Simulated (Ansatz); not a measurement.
Reactions of CH₇NOSi, SMILES `CN[SiH2]O`.

Isolated molecules relaxed with PBE0-D4/def2-TZVP in Ansatz; ΔE leaves out vibrations. CCSD(T)/CBS is the MP2 limit (def2-TZVPP, def2-QZVPP) plus CCSD(T) − MP2 in def2-TZVPP, frozen cores. This one scheme is used for every species. Functionals use def2-TZVPP. Elements past krypton have def2 core potentials. For Ge, I outer-core shells are correlated without core-valence functions, which leaves a few kJ/mol of doubt a bond. Scalar relativity is left out up to krypton. One conformer a species, not always the lowest.

```csv
reaction,CCSD(T)/CBS(def2) (kJ/mol)
`CN[SiH2]O` + `[SiH3]B[SiH3]` → `O[SiH2][SiH3]` + `CNB[SiH3]`,-100
`CN[SiH2]O` + H₂O → `O[SiH2]O` + CH₃NH₂,-42
`CN[SiH2]O` + CH₃SH → `CS[SiH2]O` + CH₃NH₂,?
`CN[SiH2]O` + `N[SiH2]I` → `CN[SiH2][SiH2]N` + `OI`,?
`CN[SiH2]O` + `[NH2][AlH][SiH3]` → `[NH2][AlH][SiH2]O` + `CN[SiH3]`,43
`CN[SiH2]O` + `CC[Si]Cl` → `CN[SiH2]Cl` + `CC[Si]O`,-7
`CN[SiH2]O` + `BC[SiH](O)F` → `CN[SiH](O)O` + `BC[SiH2]F`,-3
`CN[SiH2]O` + `N[SiH](O)F` → `O[SiH2]N[SiH](O)F` + CH₃NH₂,-7
`CN[SiH2]O` + CH₃NH₂ → `CN[SiH2]NC` + H₂O,41
`CN[SiH2]O` + `C[O][GeH2][Cl]` → `CN[SiH3]` + `C[O][GeH]([OH])[Cl]`,?
```

Question: Fill in the missing values. (Estimate.)

Answer: Ansatz gave: `CN[SiH2]O` + CH₃SH → `CS[SiH2]O` + CH₃NH₂: -2.5 kJ/mol; `CN[SiH2]O` + `N[SiH2]I` → `CN[SiH2][SiH2]N` + `OI`: +367.7 kJ/mol; `CN[SiH2]O` + `C[O][GeH2][Cl]` → `CN[SiH3]` + `C[O][GeH]([OH])[Cl]`: +55.5 kJ/mol.

Largest T1 diagnostic: 0.014, for `[SiH3]B[SiH3]`.
